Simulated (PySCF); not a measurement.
A database entry of computed molecular properties. Lists by class give the value and the number of equivalent atoms.

```json
{
 "formula": "C6H4F4",
 "smiles": "FC1=C(C(F)(F)F)C=CC1",
 "inchi": "InChI=1S/C6H4F4/c7-5-3-1-2-4(5)6(8,9)10/h1-2H,3H2",
 "charge": 0,
 "multiplicity": 1,
 "geometry_level": "PBE0-D3(BJ)/def2-SVP",
 "atoms_angstrom": [
  ["F", -0.083, -1.968, -1.244],
  ["C", -0.317, -0.865, -0.568],
  ["C", 0.581, -0.033, 0.001],
  ["C", 2.064, -0.151, 0.021],
  ["F", 2.506, -1.088, -0.816],
  ["F", 2.515, -0.455, 1.245],
  ["F", 2.639, 1.01, -0.323],
  ["C", -0.17, 1.051, 0.643],
  ["C", -1.492, 0.865, 0.455],
  ["C", -1.708, -0.386, -0.337],
  ["H", 0.302, 1.875, 1.18],
  ["H", -2.297, 1.507, 0.812],
  ["H", -2.301, -1.143, 0.207],
  ["H", -2.233, -0.209, -1.293]
 ],
 "electronic_structure_code": "PySCF",
 "results": {
  "PBE0-D3(BJ)/def2-SVP geometry optimisation, gas phase": {
   "point_group": "C1",
   "rotational_constants_GHz": [2.146, 1.121, 0.849]
  },
  "wB97X-D/def2-SVPD ground state, ΔSCF and vertical TDDFT (core frozen in the response)": {
   "dipole_D": 3.57,
   "homo_eV": -8.82,
   "lumo_eV": 0.54,
   "S1_eV": 5.09,
   "strongest_line_of_10_singlets_eV": 8.12,
   "T1_tda_eV": 3.17,
   "polarisability_au": 69.5,
   "vertical_ip_eV": 9.05,
   "r2_bohr2_about_centre_of_nuclear_charge": 1302.6,
   "singlets_eV_and_f": [
    [5.09, 0.066],
    [6.8, 0.001],
    [6.86, 0.008],
    [7.23, 0.025],
    [7.67, 0.001],
    [7.96, 0.005],
    [8.12, 0.723],
    [8.32, 0.004],
    [8.54, 0.004],
    [8.6, 0.001]
   ],
   "triplets_tda_eV": [3.17, 4.93, 6.68, 6.77]
  },
  "PBE0/pcSseg-1 ground state and GIAO shieldings, non-relativistic": {
   "shift_vs_computed_TMS_C_by_class_ppm": [
    [176.2, 1],
    [138.1, 1],
    [127.2, 1],
    [126.4, 1],
    [117.9, 1],
    [41.2, 1]
   ],
   "shift_vs_computed_TMS_H_by_class_ppm": [
    [6.64, 1],
    [6.02, 1],
    [3.14, 2]
   ],
   "shielding_other_nuclei_by_class_ppm": [
    ["F", 252.6, 3],
    ["F", 283.5, 1]
   ],
   "charges_hirshfeld_e_by_atom": [-0.06, 0.1, -0.08, 0.25, -0.09, -0.1, -0.1, -0.06, -0.05, -0.07, 0.06, 0.06, 0.07, 0.07]
  },
  "B3LYP/pcJ-1 indirect spin-spin coupling, non-relativistic, gas phase; spin–dipole term left out for some pairs": {
   "largest_one_bond_couplings_by_class_Hz": [
    ["19F–13C", -371.9, 1],
    ["19F–13C", -333.9, 3],
    ["13C–1H", 186.8, 1],
    ["13C–1H", 180.4, 1],
    ["13C–1H", 134.9, 2]
   ]
  }
 }
}
```

The polarisability is 10.30 Å³ as a volume (1 au = 0.148185 Å³), or 0.91 au for each of the 76 electrons. With B = h/(8π²I), that is 505.379 GHz u Å² over I, the principal moments of inertia are 235.5, 450.8 and 595.4 u Å² (most abundant isotopes); the inertial defect Ic − Ia − Ib is -90.9 u Å² (zero for a rigid planar frame, negative otherwise). The principal polarisabilities are 51.3, 72.6 and 84.7 au; their mean is the isotropic value.

Geometry: PBE0-D3(BJ)/def2-SVP; no solvent or vibrations. NMR classes are plain means over equivalent atoms (diastereotopic ones count apart unless rotation or inversion swaps them), as if these changed places fast; in this geometry the members of some classes differ.

The values belong to the conformer `[F:1][C:2]1=[C:3]([C:4]([F:5])([F:6])[F:7])[CH:8]=[CH:9][CH2:10]1`: C2–C3–C4–F5 11°.
